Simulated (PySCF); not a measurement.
Exercise with solution: oscillator strength and radiative lifetime

BrGaH3NO, SMILES [Br][Ga]([NH2])[OH].

Coordinates come from a B3LYP-D3(BJ)/def2-SVP optimisation. The structure was generated by enumeration; whether it is a known compound was not checked. One conformer was computed; it need not be the lowest.

TDA-PBE/def2-SVPD in PySCF puts the first singlet state with f over 0.02 at 5.33 eV (vertical), with the transition dipole (0.079, 0.226, -0.431) in atomic units.

Question: Find the oscillator strength, the wavelength and the radiative lifetime that this transition would have in vacuum if emission retraced absorption.

Answer: 
|μ|² = 0.2431 au, so |μ| = 1.25 D. ΔE = 5.33/27.211 = 0.1959 hartree. f = (2/3) ΔE |μ|² = 0.032 (the program prints 0.032).
λ = 1239.84/5.33 = 233 nm; ν = 42989 cm⁻¹.
Einstein's coefficient A = 0.6670 ν² f s⁻¹ (ν in cm⁻¹) = 3.9e7 s⁻¹, so τ = 1/A = 26 ns. This state is S2; the lower singlet has f = 0.007. The figure is the radiative limit of this one transition; relaxation, internal conversion, crossing to triplets and a medium change what is measured.
